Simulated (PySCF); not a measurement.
Compound: C4H10FPSi.
SMILES with atom numbers: `[F:1][SiH:2]1[CH2:3][CH2:4][PH:5][CH2:6][CH2:7]1` (hydrogens: H8 on Si2; H9, H10 on C3; H11, H12 on C4; H13 on P5; H14, H15 on C6; H16, H17 on C7)

Cartesian coordinates in Å at the GFN2-xTB level; atoms count from 1:
```xyz
17
C4H10FPSi angstrom
F     -0.0717   -1.8733    1.6780
Si    -0.2400   -1.5985    0.0870
C     -1.6520   -0.3435   -0.1095
C     -1.2240    1.0637    0.3121
P      0.1632    1.6879   -0.7644
C      1.5241    0.6323   -0.0526
C      1.3855   -0.8204   -0.5123
H     -0.5218   -2.9075   -0.4817
H     -2.5164   -0.6492    0.4840
H     -1.9806   -0.3135   -1.1499
H     -2.0595    1.7627    0.2061
H     -0.9067    1.0702    1.3590
H      0.4458    2.8063    0.0396
H      1.5012    0.6920    1.0395
H      2.4756    1.0497   -0.3967
H      1.4322   -0.8504   -1.6023
H      2.2381   -1.3965   -0.1460
```

Level of theory: TDDFT PBE0/def2-SVPD, vertical, gas phase, core orbitals frozen in the response in PySCF.

Kohn–Sham orbitals with the atoms that hold most of them (Löwdin shares over 4%, at most four atoms; ? is withheld):

| orbital | ε (eV) | atoms |
| --- | --- | --- |
| HOMO-3 | -9.41 | P5 17%, C6 14%, C4 14%, C7 12% |
| HOMO-2 | -8.90 | Si2 21%, H8 18%, C3 12%, C7 12% |
| HOMO-1 | -7.99 | ? |
| HOMO | -6.97 | P5 62%, C4 12%, C6 11%, H13 6% |
| LUMO | ? | ? |
| LUMO+1 | 0.53 | Si2 30%, F1 11%, H8 11%, C3 8% |
| LUMO+2 | 0.73 | P5 30%, C6 11%, C4 11%, H13 9% |

(1) Give the leading atoms of the LUMO.

(2) Which atoms hold the HOMO-1, and with what shares?

(3) What is the LUMO energy, and the HOMO–LUMO gap?

Answers

(1) P5 (bonded to 2 C and H) 22%; H13 (bonded to P) 12%; Si2 (bonded to 2 C, F and H) 8%; C7 (bonded to C, Si and 2 H) 8%.

(2) C3 (bonded to C, Si and 2 H) 17%; C7 (bonded to C, Si and 2 H) 17%; Si2 (bonded to 2 C, F and H) 13%; C4 (bonded to C, P and 2 H) 10%. By element: carbon 44% or more, silicon 13%.

(3) ε(LUMO) = 0.31 eV; the gap is 7.28 eV (0.2677 hartree).

**Question.** How does S1 compare with the orbital gap of 7.28 eV?

**Answer.** S1 is at 6.20 eV (f = 0.042), 1.08 eV below the gap, made of HOMO→LUMO (97%). 

**Question.** Give energy, strength and leading configuration of S1, S2, S4 and S7, and follow the Löwdin shares of the leading atoms from the occupied to the empty orbital.

**Answer.** 
- S1 (6.20 eV, f 0.042), HOMO→LUMO (97%): P5 62% → 22%, C4 12% → at most 8%, H13 6% → 12%
- S2 (6.47 eV, f 0.0086), HOMO→LUMO+1 (97%): P5 62% → at most 8%, C4 12% → at most 8%, Si2 at most 7% → 30%, F1 at most 7% → 11%
- S4 (7.06 eV, f 0.0006), HOMO-1→LUMO (72%): C3 17% → at most 8%, C7 17% → 8%, P5 at most 11% → 22%, H13 at most 11% → 12%
- S7 (7.25 eV, f 0.0000), HOMO-1→LUMO+1 (72%): C3 17% → 8%, C7 17% → at most 8%, Si2 13% → 30%, F1 at most 11% → 11%

Löwdin shares depend on the basis, the more so with diffuse functions.

One conformer stands for the species.
